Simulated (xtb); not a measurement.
F2H2O2SW, SMILES [OH][W]([OH])([F])([F])=[S], multiplicity 1. All values are semi-empirical tight-binding results from xtb (GFN2-xTB unless named), good for trends rather than for accurate numbers. Geometry optimised at GFN2-xTB. The spin state was assumed, not searched. The structure was generated by enumeration; whether it is a known compound was not checked. One conformer was computed; it need not be the lowest.

Optimised geometry:

```xyz
8

W      0.0000     0.0000    -0.1204
S      0.0000     0.0000     2.0676
F      1.7862     0.0000    -0.7813
F     -1.7862     0.0000    -0.7813
O      0.0000     1.7688    -0.5366
H      0.0000     2.7081    -0.7608
O      0.0000    -1.7688    -0.5366
H      0.0000    -2.7081    -0.7608
```
Charge 0, spin multiplicity 1.

For metal compounds this method's bond lengths and energies can be far off.

* **point group as xtb finds it**: C2v
* **orbital gap**: 3.30 eV
* **zero-point energy**: 17.6 kcal/mol
* **G − E(el) at 298.15 K (modified RRHO)**: -4.0 kcal/mol

### Question
Give the atomic charges and the Wiberg bond orders between heavy atoms. (The exact figures need the calculation; the answer reports its results.)

### Answer
charges (e) W1 1.47, S2 -0.39, F3 -0.37, F4 -0.37, O5 -0.53, H6 0.36, O7 -0.53, H8 0.36. Bond orders W1–S2 2.13, W1–F3 0.86, W1–F4 0.86, W1–O5 1.15, W1–O7 1.15.
